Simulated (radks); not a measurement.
Results of a calculation; reference values are marked as such.
Species: the vanadium ion V15+. Configuration: [He] 2s2 2p4.

Level of theory: non-relativistic Kohn-Sham, SCAN, spin-polarised, spherical densities, point nucleus; open shells are filled with parallel spins first; meta-GGA in the generalised Kohn-Sham scheme (a radial shooting solver on a logarithmic mesh with Libxc functionals).

Energy parts (eV):
| part | energy |
|---|---|
| total | -21864.355 |
| kinetic | 21856.694 |
| electron-nucleus | -46831.477 |
| Hartree | 3920.519 |
| exchange-correlation | -810.092 |

Orbitals (lengths in bohr, moments of r in powers of bohr):
[
 {"orbital": "1s up", "occ.": "1", "eigenvalue (eV)": "-5951.713", "<1/r>": "22.54", "<r>": "0.06695"},
 {"orbital": "1s down", "occ.": "1", "eigenvalue (eV)": "-5940.660", "<1/r>": "22.58", "<r>": "0.06681"},
 {"orbital": "2s up", "occ.": "1", "eigenvalue (eV)": "-1117.613", "<1/r>": "5.013", "<r>": "0.2951"},
 {"orbital": "2s down", "occ.": "1", "eigenvalue (eV)": "-1100.716", "<1/r>": "4.964", "<r>": "0.2970"},
 {"orbital": "2p up", "occ.": "3", "eigenvalue (eV)": "-1038.108", "<1/r>": "4.942", "<r>": "0.2569"},
 {"orbital": "2p down", "occ.": "1", "eigenvalue (eV)": "-1016.332", "<1/r>": "4.903", "<r>": "0.2594"}
]

The highest occupied level is 2p down at -1016.3 eV. Spin moment in Bohr magnetons: 2. The spin density at the nucleus is -2.17 e/bohr^3 (1s -10.75, 2s 8.58), a Fermi contact field of -114 T.

Empty levels of this run are not shown, since the potential may be unsettled where no density lies.
